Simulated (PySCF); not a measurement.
Delta-valerolactam, C₅H₉NO.
Numbering: `[O:1]=[C:2]1[CH2:3][CH2:4][CH2:5][CH2:6][NH:7]1` (hydrogens: H8, H9 on C3; H10, H11 on C4; H12, H13 on C5; H14, H15 on C6; H16 on N7)

Structure optimised with GFN2-xTB, isolated species.

Q: What internal coordinates does the optimisation give?

A: 
```tsv
bond	length (pm)
O1=C2	121.5
C2–C3	151.7
C3–C4	152.3
C4–C5	152.4
C5–C6	152.3
C6–N7	144.6
C2–N7	135.1
C3–H8, C3–H9	109.2
C4–H10, C4–H11	109.2
C5–H12, C5–H13	109.1
C6–H14, C6–H15	109.7
N7–H16	101.1
```

Bonds in one row agree within 1 pm and their mean is given. A selection of angles:
```tsv
angle	degrees
O1–C2–C3	122.3
O1–C2–N7	120.8
C3–C2–N7	116.8
C2–C3–C4	113.8
C2–C3–H8	106.3
C2–C3–H9	107.8
C4–C3–H8	110.0
C4–C3–H9	111.6
H8–C3–H9	107.1
C3–C4–C5	109.1
C3–C4–H10	110.0
C5–C4–H10	109.5
C5–C4–H11	110.6
H10–C4–H11	107.9
C4–C5–C6	108.6
C4–C5–H12	109.6
C4–C5–H13	111.2
C6–C5–H12	109.8
H12–C5–H13	108.4
C5–C6–N7	110.7
C5–C6–H14	110.5
C5–C6–H15	109.4
N7–C6–H14	108.5
H14–C6–H15	107.9
C6–N7–H16	116.7
C2–N7–C6	127.6
C2–N7–H16	114.7
```

Dihedral angles: O1–C2–C3–C4 161° (antiperiplanar); C2–C3–C4–C5 49° (synclinal); C3–C4–C5–C6 -64° (synclinal); C4–C5–C6–N7 51° (synclinal); C5–C6–N7–C2 -26° (synperiplanar); O1–C2–N7–C6 -172° (antiperiplanar). The mirror-image conformer, all signs reversed, is as good.

The C–N distances run from 1.351 Å (C2–N7, drawn single) to 1.446 Å (C6–N7, drawn single), a spread of 0.095 Å. The 6-membered ring C2–C3–C4–C5–C6–N7 has internal angles of 108.6° to 127.6° (sum 687°, against 720° for a flat polygon); it is puckered, 0.21 Å rms from its mean plane, widest ring torsion 64°. N7 (amide nitrogen) is almost planar (angles 127.6°, 116.7° and 114.7°, sum 359.0°, 0.07 Å off the plane of its three neighbours).

Point group: C1 (no symmetry element, even within 0.4 Å). No GFN2-xTB frequencies stand behind this structure, so it isn't proved a minimum. The numbers are those of one conformer.

All values are computed, not measured.
